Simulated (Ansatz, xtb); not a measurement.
Breaking the O2–H3 bond in H2O2Sn (SMILES [OH][Sn][OH]) (multiplicity 1 held, fragments rigid). Energies count from the point at 0.966 Å.
Geometry at that point (charge 0, multiplicity 1):
```xyz
5

Sn    -0.03454    -0.00769     0.37358
O      0.55213     1.44458    -0.84260
H      0.54266     1.17685    -1.77089
O     -0.32444    -1.27376    -1.15357
H     -0.63691    -2.15880    -0.93855
```

U- levels take the lowest unrestricted solution at each point, which mixes spins at long bonds. Active spaces are followed from a long bond inwards. Levels need not reach the same state.

Cores are frozen in the correlated methods. Filled d and f shells under p-block atoms count as core.

The values were computed with Ansatz (a program for electronic structure); xtb for the GFN methods. Each number belongs to the level named beside it. In def2 rows elements past Kr take small-core potentials, without spin–orbit coupling. The GFN methods have no spin term and hold the electronic entropy of 300 K.

Energies in kcal/mol.

```tsv
R (Å)	GFN2-xTB	U-MP2/def2-TZVPP	SC-NEVPT2 on CASSCF(4,3)/def2-TZVPP	FIC-NEVPT4(SD) on CASSCF(4,3)/def2-TZVPP	FIC-MRCISD+Q on CASSCF(4,3)/def2-TZVPP
0.773	31.5	35.0	38.2	34.4	33.6
0.870	5.3	6.7	8.1	6.6	6.2
0.966	0.0	0.0	0.0	0.0	0.0
1.063	4.4	4.6	4.1	4.8	5.0
1.159	13.2	14.8	14.1	15.1	15.5
1.304	29.3	34.2	33.8	34.6	35.0
1.449	46.1	69.2	54.3	54.5	54.7
1.691	71.5	107.9	83.9	82.7	82.2
1.932	91.8	121.0	104.5	102.0	100.9
2.222	109.5	126.3	118.2	114.8	113.2
2.609	124.6	128.2	125.2	121.5	119.6
3.092	134.9	128.8	127.4	123.7	121.7
```

Doubts at one or more of the structures used: a spin-contaminated determinant (U-MP2/def2-TZVPP); active orbitals that take no part (SC-NEVPT2 on CASSCF(4,3)/def2-TZVPP, FIC-NEVPT4(SD) on CASSCF(4,3)/def2-TZVPP, FIC-MRCISD+Q on CASSCF(4,3)/def2-TZVPP).
